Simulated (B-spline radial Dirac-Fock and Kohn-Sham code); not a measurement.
Tc⁵⁺: non-radiative channels of the 2s vacancy

System: the Tc⁵⁺ ion, configuration [Kr] 4d2.

The computed values come from an atomic code on a B-spline grid: independent-particle rates on relativistic LDA orbitals of the hole state (multipoles up to L = 3, Coulomb Auger matrix elements, transition energies from Dirac-Fock). Kinetic energies are configuration averages from the vacuum level; the two-hole energies are estimated from single-hole states.

| transition | kinetic energy (eV) | width (meV) | share (%) |
| --- | --- | --- | --- |
| L1-L2N1 | 78.15 | 147 | 7.2 |
| L1-L2N2 | 112.3 | 92.7 | 4.6 |
| L1-L2N3 | 115.5 | 126 | 6.2 |
| L1-L3N1 | 194.6 | 223 | 11.0 |
| L1-L3N2 | 228.4 | 95.3 | 4.7 |
| L1-L3N3 | 232.2 | 193 | 9.5 |
| L1-M1M3 | 1954.0 | 139 | 6.9 |
| L1-M1M4 | 2122.4 | 109 | 5.4 |
| L1-M1M5 | 2126.2 | 157 | 7.7 |
| L1-M4M5 | 2414.7 | 220 | 10.8 |

Coster-Kronig rates are the weakest part of this model and often come out 1.5 to 2.5 times too large. The listed channels hold 74 % of the non-radiative rate. Summed by principal shells, of 2.03 eV in all: LLN 47.8 %, LMM 44.5 %, LMN 7.4 %, LNN 0.4 %.
